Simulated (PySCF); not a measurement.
Bonds (- single, = double, # triple, : aromatic): N1#C2 1.140 Å, C2-C3 1.460 Å, C3-F4 1.375 Å, C3-C5 1.510 Å, C5-F6 1.342 Å, C5=C7 1.331 Å, C7-F8 1.317 Å, C7-F9 1.315 Å. C3 carries H10. Stereochemistry as in N#C[C@H](F)C(F)=C(F)F.

Geometry: GFN2-xTB; GIAO shifts from PySCF 2.14.0 with density-fitted response routines, gas phase, non-relativistic, averaged over equivalent atoms.

At PBE0/3-21G (83 basis functions, 14 s wall time on 1 thread of an AMD EPYC, shared host):
```
atoms  δ (ppm)
   N1    263.1
   C7    149.9
   C5    122.5
   C2    105.0
   C3     72.1
   F9    -98.1
   F8   -107.0
   F6   -186.0
   F4   -218.4
  H10     5.86
```

Shifts are taken against calculated references (same method and geometry level): 15N (σ = 269.13 ppm) against NH3; 13C (σ = 209.51 ppm) and 1H (σ = 33.27 ppm) against TMS; CFCl3 for 19F (σ = 195.06 ppm).

Problem. Predict the values at CAM-B3LYP/3-21G on the same geometry.

Solution. 
```json
{"atoms": "N1", "δ at CAM-B3LYP/3-21G": "263.6", "change": "+0.5"}
{"atoms": "C7", "δ at CAM-B3LYP/3-21G": "151.2", "change": "+1.3"}
{"atoms": "C5", "δ at CAM-B3LYP/3-21G": "123.9", "change": "+1.4"}
{"atoms": "C2", "δ at CAM-B3LYP/3-21G": "104.9", "change": "-0.1"}
{"atoms": "C3", "δ at CAM-B3LYP/3-21G": "71.6", "change": "-0.5"}
{"atoms": "F9", "δ at CAM-B3LYP/3-21G": "-90.5", "change": "+7.6"}
{"atoms": "F8", "δ at CAM-B3LYP/3-21G": "-98.9", "change": "+8.1"}
{"atoms": "F6", "δ at CAM-B3LYP/3-21G": "-178.2", "change": "+7.8"}
{"atoms": "F4", "δ at CAM-B3LYP/3-21G": "-209.1", "change": "+9.3"}
{"atoms": "H10", "δ at CAM-B3LYP/3-21G": "5.79", "change": "-0.07"}
```

References, each an isolated molecule treated in the same way: NH3 for 15N (σref 268.75); 13C (σref 208.38) and 1H (σref 33.33) vs TMS; 19F (σref 208.31) against CFCl3.

The largest change is at F4 (fluorine on an sp3 carbon). Cost: 83 basis functions, 30 s wall time (27 s CPU) on 1 thread of an AMD EPYC, shared host. The order of the carbon signals is the same at both levels.

Unscaled 19F shifts against computed CFCl3 carry errors that often reach 10 to 50 ppm. Experimental scales use liquid or dissolved standards, which lie at an offset from isolated NH3 (liquid NH3: subtract about 20 ppm). Unscaled 15N shifts of sp2 nitrogen come out 20 to 40 ppm too high even then.
